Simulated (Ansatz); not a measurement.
Basis-set series for CH$_{6}$AlClSi, SMILES `[CH3][AlH][SiH2]Cl`. Charge 0, multiplicity 1. Geometry: relaxed with PBE0-D4/def2-TZVP. It is one conformer, not always the lowest.

| functional | basis | functions | energy (Eh) | HOMO (eV) | LUMO (eV) |
| --- | --- | --- | --- | --- | --- |
| PBE0-D4 | def2-TZVPP | 241 | -1033.48955 | -7.35 | -1.94 |
| PBE0-D4 | def2-QZVPP | 447 | -1033.52280 | -7.37 | -1.96 |
| ωB97M-V | def2-TZVPP | 241 | -1033.82641 | -9.35 | -0.31 |
| ωB97M-V | def2-QZVPP | 447 | -1033.85840 | -9.37 | -0.41 |

**Question.** Give the rows for def2-SVP. (An estimate is asked.)

**Answer.** The calculation gave: 
| functional | basis | functions | energy (Eh) | HOMO (eV) | LUMO (eV) |
| --- | --- | --- | --- | --- | --- |
| PBE0-D4 | def2-SVP | 98 | -1033.09643 | -7.31 | -1.92 |
| ωB97M-V | def2-SVP | 98 | -1033.43097 | -9.27 | -0.24 |

Computed with Ansatz.
